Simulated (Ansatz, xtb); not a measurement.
Relative energy of two isomers of C4H5NOS

Structure X: `OCc1cncs1`, a singlet. Structure Y: `CC(=S)OCC#N`, a singlet. Both are isolated molecules in the gas phase, relaxed with B3LYP-D3(BJ)/def2-SVP; the shapes shown needn't be the lowest conformers.

X (Å):

```xyz
12

C     0.7641   -0.0242    1.4280
C    -0.7017   -0.2628    1.2241
C    -1.4799   -1.3034    1.6709
C    -3.0713   -0.1884    0.6459
N    -2.8091   -1.2564    1.3379
O     1.0560    1.2455    1.9699
S    -1.7056    0.8540    0.3396
H     0.5561    1.3377    2.7926
H     1.1573   -0.8544    2.0486
H     1.2979   -0.0680    0.4644
H    -1.0985   -2.1411    2.2591
H    -4.0643    0.0768    0.2751
```

Y (Å):

```xyz
12

C    -2.5739    1.5138    0.5637
C    -1.5841    0.3925    0.6817
C     0.0441   -0.5003    2.1658
C     0.5925   -0.1948    3.4878
N     1.0476    0.0179    4.5302
O    -0.9431    0.4771    1.8581
S    -1.3115   -0.7677   -0.4421
H    -3.1099    1.4586   -0.3892
H    -3.2884    1.4648    1.4019
H    -2.0483    2.4795    0.6453
H     0.8425   -0.4939    1.4047
H    -0.3980   -1.5109    2.1545
```

Q: Which of the two would you expect CCSD(T)/def2-SVP + ΔMP2/def2-TZVPP electronic energies to favour?

A: Structure X; the calculation gives E(Y) − E(X) = +11.0 kcal/mol.

How the difference moves with the method:

```tsv
level	geometry	E(Y) − E(X) (kcal/mol)	departure from the last row (kcal/mol)	job, with rough time for the two
GFN2-xTB	GFN2-xTB	+21.8	+10.8	optimisation, 0.19 s
HF/STO-3G	GFN2-xTB	+13.2	+2.1	single point, 0.94 s
r2SCAN-D4/def2-SVP	GFN2-xTB	+12.4	+1.3	single point, 5.9 s
B3LYP-D3(BJ)/def2-SVP	B3LYP-D3(BJ)/def2-SVP	+8.9	−2.2	optimisation, 2.2 min
HF/def2-SVP	B3LYP-D3(BJ)/def2-SVP	−0.6	−11.6	part of the CCSD(T) run
MP2/def2-SVP	B3LYP-D3(BJ)/def2-SVP	+7.0	−4.0	part of the CCSD(T) run
CCSD(T)/def2-SVP	B3LYP-D3(BJ)/def2-SVP	+4.4	−6.7	single point
CCSD(T)/def2-SVP + ΔMP2/def2-TZVPP	B3LYP-D3(BJ)/def2-SVP	+11.0		single point, 74 s
```

As drawn, Y has 1 C–C, 1 C=S, 1 C–O, 1 C≡N, 1 C–H in place of 1 C∷C, 2 C∷N, 2 C∷S, 1 O–H (∷ is an aromatic bond). Structure X has a 5-membered ring (with an aromatic ring), Y no ring.

HF/def2-SVP puts the two in the other order. The largest departure from CCSD(T)/def2-SVP + ΔMP2/def2-TZVPP is that of HF/def2-SVP, 11.6 kcal/mol. A small imaginary or near-zero mode remains, so no thermal terms are given. The last row adds to CCSD(T) the change of the MP2 difference between the two basis sets, here +6.7 kcal/mol, a large step that makes the value less sure.

The correlated steps freeze 11 core orbitals. Run with Ansatz 0.2.0, xtb 6.7.1; the last row on 2 threads of Intel(R) Xeon(R) Processor @ 2.70GHz on a shared host.
